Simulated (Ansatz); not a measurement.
A nudged elastic band was laid between two geometries of CH$_{4}$Al$_{2}$S (8 atoms, charge 0, multiplicity 1).

Computed with RKS B3LYP-D4/def2-SVP (Ansatz 0.2.0).

- movable images: 5
- climbing image: yes
- spring: 5.0 eV/Å²
- optimiser: quadratic models (default)
- start path: through a guess of the saddle point
- force threshold: 0.05 eV/Å
- iteration limit: 60
- end points: relaxed

First end point:

```xyz
8
Properties=species:S:1:pos:R:3
C -0.673 0.942 -0.313
Al 1.172 0.529 0.344
Al 0.310 -1.853 0.272
S -1.480 -0.746 -0.419
H -0.721 1.409 -1.312
H -1.280 1.571 0.361
H 2.333 1.582 0.643
H 0.340 -3.433 0.425
```

Last end point:

```xyz
8
Properties=species:S:1:pos:R:3
C -0.993 1.276 -0.204
Al 0.022 0.799 1.454
Al 1.074 -1.373 0.168
S -0.962 -0.550 -0.490
H -0.446 1.840 -0.973
H -2.044 1.592 -0.171
H 2.395 -0.704 -0.405
H 0.953 -2.880 0.621
```

**Question.** Which bonds break or form, and what moves?

**Answer.** Bonds broken: Al2–H7. Bonds formed: Al3–H7.

**Question.** Give the energies along the band, and the barrier.

**Answer.** The forces met the threshold. The highest image is number 2 of 0 to 6, 43.3 kcal/mol above the first end and 40.5 kcal/mol above the last; the last end lies 2.8 kcal/mol above the first. Neighbouring images differ by up to 1.8 eV, so the band resolves the path poorly. A vibrational analysis at the climbing image gives one clearly imaginary mode, 786i cm⁻¹: a first-order saddle point. The orbitals stay closed-shell, which can raise the energy where a bond breaks towards radicals; this wasn't checked here.

```
image  path coordinate (Å)  energy (kcal/mol)  Al2–H7 (Å)  Al3–H7 (Å)
    0                 0.00                0.0        1.60        4.00
    1                 1.51                2.1        1.57        3.62
    2                 3.03               43.3        1.58        2.40
    3                 3.85               17.9        2.00        1.72
    4                 4.68                5.6        2.73        1.59
    5                 5.51                3.7        3.07        1.59
    6                 6.34                2.8        3.37        1.59
```

**Question.** What is the geometry of the highest image?

**Answer.** 
```xyz
8
Properties=species:S:1:pos:R:3
C -0.806 1.140 -0.436
Al 0.788 0.990 0.677
Al 0.843 -1.597 -0.276
S -1.129 -0.448 0.535
H -0.810 0.986 -1.519
H -1.539 1.902 -0.141
H 2.089 0.105 0.861
H 0.564 -3.078 0.299
```

The run took 5 min on 2 threads of Arm Neoverse V1 (shared host), peak memory 0.18 GiB.
